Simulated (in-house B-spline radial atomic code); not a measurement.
Radial electron density of Rb III (Rb2+), [Ar] 3d10 4s2 4p4 4d1. Computed with a B-spline radial code for spherical atoms: non-relativistic LDA VWN5, spherical fractional occupations, point nucleus, inside a hard spherical wall at 4.21 bohr.

Columns: r (bohr), 4πr²n(r) (electrons per bohr), bar.

```
  0.0017     1.12 #
 0.00205    1.587 #
 0.00248    2.249 ##
 0.00301    3.186 ###
 0.00364    4.448 ####
  0.0044    6.144 #####
 0.00533    8.417 #######
 0.00644    11.32 #########
  0.0078    15.02 ############
 0.00944     19.5 ################
  0.0114    24.63 ####################
  0.0138    30.28 ########################
  0.0167     35.9 #############################
  0.0202    40.82 #################################
  0.0245    44.25 ####################################
  0.0296    45.43 #####################################
  0.0358    44.25 ####################################
  0.0434    41.38 #################################
  0.0525     38.6 ###############################
  0.0635    38.08 ###############################
  0.0768    41.25 #################################
   0.093    47.46 ######################################
   0.112    53.25 ###########################################
   0.136    54.66 ############################################
   0.165    49.21 ########################################
   0.199    40.05 ################################
   0.241    32.95 ###########################
   0.292    32.57 ##########################
   0.353    36.83 ##############################
   0.427    38.96 ###############################
   0.517    34.13 ###########################
   0.626    23.96 ###################
   0.757     14.1 ###########
   0.916    8.328 #######
    1.11    6.422 #####
    1.34    5.874 #####
    1.62    4.848 ####
    1.96    3.226 ###
    2.38    1.664 #
    2.88   0.6541 #
    3.48   0.1521 
    4.17 0.0004027
```

On this grid the curve has 3 maxima, near 0.0296, 0.136, 0.427 bohr.

The 4p radial function P(r) = rR(r), positive near the nucleus:

| r (bohr) | P |
| --- | --- |
| 0.00248 | 0.001141 |
| 0.00364 | 0.002405 |
| 0.00533 | 0.004997 |
| 0.0078 | 0.01022 |
| 0.0114 | 0.02043 |
| 0.0167 | 0.03973 |
| 0.0245 | 0.07393 |
| 0.0358 | 0.1277 |
| 0.0525 | 0.1996 |
| 0.0768 | 0.2635 |
| 0.112 | 0.2579 |
| 0.165 | 0.09963 |
| 0.241 | -0.1989 |
| 0.353 | -0.4314 |
| 0.517 | -0.2856 |
| 0.757 | 0.2591 |
| 1.11 | 0.7848 |
| 1.62 | 0.8425 |
| 2.38 | 0.482 |
| 3.48 | 0.1213 |
